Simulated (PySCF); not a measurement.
# Working out the ionisation energy of Ru

Ru [Kr] 4d7 5s1 (5F) → Ru⁺ [Kr] 4d7 (4F). Computed with PySCF 2.14 in aug-cc-pwCVDZ-PP with ECP28MDF, with scalar relativity through the core potential. Frozen: 4s2 4p6. Energies in hartree (1 hartree = 27.21139 eV):

| part | Ru (lower) | Ru⁺ (upper) |
| --- | --- | --- |
| UHF | -93.813985 | -93.582777 |
| CCSD correlation | -0.182671 | -0.153283 |
| (T) | -0.006270 | -0.003963 |

Question: What does Hartree-Fock give?

Answer: (-93.582777) − (-93.813985) = 0.231208 hartree = 6.291 eV.

Question: What do CCSD and CCSD(T) give?

Answer: The CCSD correlation energies differ by 0.029388 hartree = 0.800 eV and the triples by 0.002307 hartree = 0.063 eV, so CCSD gives 7.091 eV and CCSD(T) 7.154 eV.

Measured between the centres of the two terms (NIST): 7.365 eV, so CCSD(T) (valence) is off by -0.211 eV.

A double-zeta basis recovers only part of the correlation energy.

What remains against the reference includes basis incompleteness, the frozen core and higher excitations.
